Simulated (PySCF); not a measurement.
# Frontier orbitals and the lowest excitations

Species: C7H7FO.
Numbering: `[F:1][CH2:2][C:3]1=[CH:4][C@@H:5]2[CH:6]=[CH:7][C@H:8]1[O:9]2` (hydrogens: H10, H11 on C2; H12 on C4; H13 on C5; H14 on C6; H15 on C7; H16 on C8)

Structure used (PBE0-D3(BJ)/def2-SVP), in Å, numbered top down from 1:
```xyz
16
C7H7FO angstrom
F      2.5738   -1.1153   -1.0498
C      2.1075   -0.2212   -0.1273
C      0.6562   -0.3808    0.1011
C     -0.2225   -1.2140   -0.4560
C     -1.5802   -0.7791    0.1307
C     -1.9152    0.5988   -0.4799
C     -1.0367    1.4331    0.0760
C     -0.2006    0.5339    1.0103
O     -1.1844   -0.3889    1.4383
H      2.6685   -0.3579    0.8167
H      2.3198    0.8058   -0.4850
H     -0.0517   -1.9800   -1.2099
H     -2.3822   -1.5268    0.1520
H     -2.6683    0.7940   -1.2426
H     -0.8771    2.4956   -0.1040
H      0.3060    1.0179    1.8553
```

Method: TDDFT B3LYP/def2-SVPD, vertical, gas phase, core orbitals frozen in the response (PySCF).

Frontier orbitals with the atoms that hold most of them (Löwdin shares over 4%, at most four atoms; ? is withheld):

| orbital | ε (eV) | atoms |
| --- | --- | --- |
| LUMO+2 | 0.48 | C4 14%, C7 14%, C3 10%, C6 9% |
| LUMO+1 | 0.38 | C2 16%, H11 14%, C6 11%, C3 11% |
| LUMO | ? | ? |
| HOMO | -6.39 | C4 21%, C3 19%, O9 17%, C7 16% |
| HOMO-1 | -7.70 | ? |
| HOMO-2 | -7.81 | O9 46%, C7 10%, C6 10%, C3 8% |
| HOMO-3 | -9.53 | F1 17%, C5 13%, C3 12%, C8 12% |

**Question.** Which atoms hold the LUMO, and with what shares?

**Answer.** C6 (bonded to 2 C and H) 20%; C7 (bonded to 2 C and H) 19%; C4 (bonded to 2 C and H) 15%; C3 (bonded to 3 C) 14%.

**Question.** Give the leading atoms of the HOMO-1.

**Answer.** O9 (bonded to 2 C) 18%; C6 (bonded to 2 C and H) 16%; C7 (bonded to 2 C and H) 15%; C4 (bonded to 2 C and H) 12%. By element: carbon 44% or more, oxygen 18%.

**Question.** What is the LUMO energy, and the HOMO–LUMO gap?

**Answer.** ε(LUMO) = -1.10 eV; the gap is 5.29 eV (0.1944 hartree).

**Question.** The HOMO–LUMO gap is 5.29 eV. Where does the response calculation put the lowest singlet, and from which orbitals?

**Answer.** S1 is at 4.53 eV (f = 0.0015), 0.76 eV below the gap, made of HOMO→LUMO (98%). Without the coupling terms of the response equations the lowest excitation would equal the gap.

**Question.** Give energy, strength and leading configuration of S1 and S2, and follow the Löwdin shares of the leading atoms from the occupied to the empty orbital.

**Answer.** 
- S1 (4.53 eV, f 0.0015), HOMO→LUMO (98%): C4 21% → 15%, C3 19% → 14%, C6 at most 16% → 20%, C7 16% → 19%
- S2 (5.37 eV, f 0.0009), HOMO-2→LUMO (78%): O9 46% → at most 15%, C7 10% → 19%, C6 10% → 20%

Löwdin shares depend on the basis, the more so with diffuse functions.

Time: 84 s wall. Hardware: one thread of an Arm Neoverse V1, no GPU, on a shared host.

One conformer stands for the species.
